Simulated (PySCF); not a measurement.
## Checking a proposed structure

A compound C₇H₁₃P gives the data below (simulated from a calculation) and was assigned the structure `C=C/C=P/C(C)(C)C`.

¹³C{¹H} NMR (computed): δ 267.8 (C), 111.9 (CH), 44.7 (CH2), 37.1 (CH), 25.8 (CH3, 2C), 19.8 (CH3).

¹H NMR (600 MHz, computed): δ 6.28 (m, 1H), 1.91 (d, 3H), 1.75 (m, 2H), 1.60 (m, 1H), 1.09 (d, 6H).

Method: geometry from GFN2-xTB, GIAO PBE0/pcSseg-1 shieldings, in PySCF (non-relativistic, one conformer, in vacuum, averaged over atoms made equivalent by symmetry, fast rotation or ring inversion).

Scale: ¹H, ¹³C vs TMS (reference shieldings calculated alike).

Task: Compare with the shifts computed for the proposed structure, pairing carbons in order of shift.

Result: Structure with atom numbers: `[CH2:1]=[CH:2]/[CH:3]=[P:4]/[C:5]([CH3:6])([CH3:7])[CH3:8]` (H(Xn): hydrogen on atom n).

```
atom  computed for proposal  given list  difference
  C3                  198.6       267.8       -69.2
  C2                  147.9       111.9       +36.0
  C1                  125.7        44.7       +81.0
  C5                   39.0        37.1        +1.9
  C6                   32.1        25.8        +6.3
  C7                   32.1        25.8        +6.3
  C8                   32.1        19.8       +12.3
```

The rms difference is 42.9 ppm and the largest +81.0 ppm at C1 (terminal =CH2 carbon). The proposal also would give 5 carbon signals, not 6. The carbon types in order of shift don't match either: CH, CH, CH2, C, CH3, CH3, CH3 for the proposal against C, CH, CH2, CH, CH3, CH3, CH3 in the data. The proposal doesn't fit.

Task: Which isomer fits?

Result: `C(C)=C=PCC(C)C`.

1. δC 267.8: cumulene carbon.
2. δC 111.9: alkene CH; an sp2 carbon of a C=C bond.
3. δC 25.8: methyl carbon; a saturated carbon with 1 carbon neighbour and no heteroatom attached.
4. δC 19.8: allylic methyl carbon; aliphatic region, no heteroatom directly attached.

Other isomers checked: C/C=C\P1[C@@H](C)[C@@H]1C (rms 45.6 ppm); CC1=C(C)P1C(C)C (rms 52.0 ppm).

The data come from this structure; uniqueness wasn't tested.

Splittings by ³¹P in the carbon and heteronuclear signals aren't shown, as no couplings were computed. Shifts are as computed. Against solution values, carbons near 30 ppm lie about +3 ppm off and those near 130 ppm about +5 ppm. Of 1211 compounds with measured shifts, 218 miss one by over three times the rms of a fit or turn the order of signals round; such compounds aren't used in these exercises. Multiplicities follow the n + 1 count of equivalent neighbours, as no J values were calculated; m marks all less simple cases, F and P coupling included.
